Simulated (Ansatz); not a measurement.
Potential energy surface of H3 (cation, charge +1), singlet: symmetric bend, bond length relaxed. Scanned: H-H-H angle. Other coordinates (H-H bond length) were minimised at PBE0/def2-TZVP.

The free coordinates were minimised at PBE0/def2-TZVP in PySCF; the energy column is full CI/cc-pVQZ, frozen core (Ansatz, an electronic-structure program), in mEh.

```json
[
 {"a / °": "180", "H-H bond length / Å": "0.820", "E": "65.0"},
 {"a / °": "169.94", "H-H bond length / Å": "0.820", "E": "64.4"},
 {"a / °": "159.58", "H-H bond length / Å": "0.818", "E": "62.7"},
 {"a / °": "147.89", "H-H bond length / Å": "0.816", "E": "59.3"},
 {"a / °": "138.07", "H-H bond length / Å": "0.814", "E": "55.2"},
 {"a / °": "130.12", "H-H bond length / Å": "0.812", "E": "51.0"},
 {"a / °": "121.11", "H-H bond length / Å": "0.811", "E": "45.4"},
 {"a / °": "108.55", "H-H bond length / Å": "0.811", "E": "35.9"},
 {"a / °": "99.77", "H-H bond length / Å": "0.812", "E": "28.4"},
 {"a / °": "88.19", "H-H bond length / Å": "0.819", "E": "17.9"},
 {"a / °": "78.24", "H-H bond length / Å": "0.831", "E": "9.1"},
 {"a / °": "72.28", "H-H bond length / Å": "0.842", "E": "4.7"},
 {"a / °": "60", "H-H bond length / Å": "0.882", "E": "0.0"}
]
```
